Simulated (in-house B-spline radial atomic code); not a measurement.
# The xenon ion Xe⁴⁺: [Kr] 4d10 5s2 5p2

Computed with an all-electron radial atomic-structure program (B-spline basis): non-relativistic LC-wPBE, spin-polarised, spherical fractional occupations, exact exchange averaged over the configuration, point nucleus.

Screening seen three ways: the hydrogenic charge with the same mean radius, Z_r = [3n² - l(l+1)]/(2<r>), the one with the same energy, Z_e = n√(-2ε), and Slater's rules. Values are occupation-weighted means over spin.

```json
{"shell": "1s", "electrons": "2", "ε (eV)": "-32978", "<r> (bohr)": "0.02814", "Z_r": "53.30", "Z_e": "49.23", "Slater": "53.70"}
{"shell": "2s", "electrons": "2", "ε (eV)": "-5045.8", "<r> (bohr)": "0.121", "Z_r": "49.58", "Z_e": "38.52", "Slater": "49.85"}
{"shell": "2p", "electrons": "6", "ε (eV)": "-4750.8", "<r> (bohr)": "0.103", "Z_r": "48.53", "Z_e": "37.37", "Slater": "49.85"}
{"shell": "3s", "electrons": "2", "ε (eV)": "-1072.4", "<r> (bohr)": "0.3203", "Z_r": "42.15", "Z_e": "26.63", "Slater": "42.75"}
{"shell": "3p", "electrons": "6", "ε (eV)": "-947.72", "<r> (bohr)": "0.3106", "Z_r": "40.25", "Z_e": "25.04", "Slater": "42.75"}
{"shell": "3d", "electrons": "10", "ε (eV)": "-716.02", "<r> (bohr)": "0.2812", "Z_r": "37.34", "Z_e": "21.76", "Slater": "32.85"}
{"shell": "4s", "electrons": "2", "ε (eV)": "-234.95", "<r> (bohr)": "0.7458", "Z_r": "32.18", "Z_e": "16.62", "Slater": "26.25"}
{"shell": "4p", "electrons": "6", "ε (eV)": "-190.6", "<r> (bohr)": "0.7768", "Z_r": "29.61", "Z_e": "14.97", "Slater": "26.25"}
{"shell": "4d", "electrons": "10", "ε (eV)": "-113.89", "<r> (bohr)": "0.8641", "Z_r": "24.30", "Z_e": "11.57", "Slater": "14.85"}
{"shell": "5s", "electrons": "2", "ε (eV)": "-63.918", "<r> (bohr)": "1.773", "Z_r": "21.15", "Z_e": "10.84", "Slater": "9.65"}
{"shell": "5p", "electrons": "2", "ε (eV)": "-52.934", "<r> (bohr)": "1.951", "Z_r": "18.70", "Z_e": "9.86", "Slater": "9.65"}
```

The least bound orbital is 5p up at -52.93 eV, and it is also the most diffuse (<r> = 1.951 bohr).

The density falls to 0.001 bohr⁻³ at 3.456 bohr; Σ<r²> = 31.533 bohr² gives, by the non-relativistic formula and without the paramagnetism of open shells, a Langevin diamagnetic susceptibility of -24.97×10⁻⁶ cm³/mol.
